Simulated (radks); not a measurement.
The numbers below are computed, except where a source is named.
Ionisation of the selenium ion Se3+, [Ar] 3d10 4s2 4p1, to Se4+, [Ar] 3d10 4s2, under several functionals. Scalar-relativistic Kohn-Sham, spin-unpolarised, spherical densities, point nucleus; a radial shooting solver on a logarithmic mesh with Libxc functionals.

functional    E(Se3+) (hartree)  Exc (hartree)  IE (eV)  -e(HOMO) (eV)  <r> HOMO (bohr)  IE error (eV)
PW91                -2428.19287      -87.31151   42.311         36.529            1.881         -0.636
SOGGA               -2425.77865      -84.85990   42.062         36.317            1.879         -0.885
RPBE                -2427.92289      -87.03750   42.033         36.300            1.888         -0.914
PBE                 -2427.68277      -86.79196   42.184         36.415            1.883         -0.763
XLYP                -2428.45106      -87.56470   42.293         36.446            1.889         -0.654
Wu-Cohen GGA        -2427.16590      -86.26862   42.292         36.520            1.874         -0.655
revPBE              -2427.85736      -86.97098   42.064         36.325            1.884         -0.883

NIST Atomic Spectra Database: 42.947 eV (measured). Closest: PW91. The Delta-SCF values span 0.28 eV, the total energies 2.67 hartree. The highest occupied level is 4p. Spin polarisation and multiplet splitting are left out, so open shells lie too high by an amount that depends on their filling.

Beside tabulated values, note that spin-unpolarised runs miss the spin-polarisation part of the exchange energy of open shells.
